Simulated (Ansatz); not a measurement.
Calculated with Ansatz (gas phase, PBE0-D4/def2-TZVP geometries, no zero-point term in ΔE). CBS: MP2 limit from def2 TZ/QZ plus the TZ coupled-cluster correction, frozen cores. This one scheme is used for every species, atoms too. DFT in def2-TZVPP. No spin–orbit coupling; open shells (•) take unrestricted orbitals. Spin–orbit coupling would lower the free atoms: a little for C; strongly for I, Sn. def2 core potentials past Kr. For I, Sn outer-core shells are correlated without core-valence functions, so the limit isn't a true one: a few kJ/mol of doubt a bond, and 10 to 20 or more in all where bonds break to atoms.

Consider the atomization: `[I][SnH]1[CH2][CH2]1` → 2 C• + 5 H• + I• + Sn•.

`[I][SnH]1[CH2][CH2]1`:

Cartesian coordinates in Å:
```
I 0.017 -2.956 0.840
Sn 1.633 -0.771 0.254
C -0.283 0.923 0.688
C -0.646 0.561 -0.561
H 1.298 -0.819 -1.488
H 0.258 1.845 0.875
H -0.650 0.382 1.554
H -1.257 -0.317 -0.737
H -0.369 1.152 -1.425
```

| level | ΔE (kJ/mol) |
| --- | --- |
| ωB97X-V | 2968.5 |
| r2SCAN0 | 2935.1 |
| HF/def2-SVP | 2170.4 |
| SCS-MP2/def2-TZVPP | 2913.0 |

Question: What does CCSD(T)/CBS give? (Best estimate.)

Answer: Computed: +2998.8 kJ/mol. The listed levels differ from it by -30.3, -63.7, -828.4, -85.8 kJ/mol.

Largest T1 diagnostic among the species: 0.013.

At CCSD(T), def2-SVP lies −198.0 kJ/mol from the extrapolated value and def2-TZVPP −96.7 kJ/mol: correlation converges slowly with the basis, and small sets miss more of it in the bonded molecule than in its fragments. In def2-TZVPP, CCSD(T) changes the Hartree–Fock value by +739.3 kJ/mol (the triples alone add +51.6 kJ/mol) and MP2 by +765.4 kJ/mol; breaking electron pairs costs correlation energy, which Hartree–Fock lacks.

For atomizations the MP2-based limit and the directly extrapolated one differ by several kJ/mol either way, and by 10 to 25 for some Ge, Se and Sn compounds, so smaller differences from it don't rank the levels.
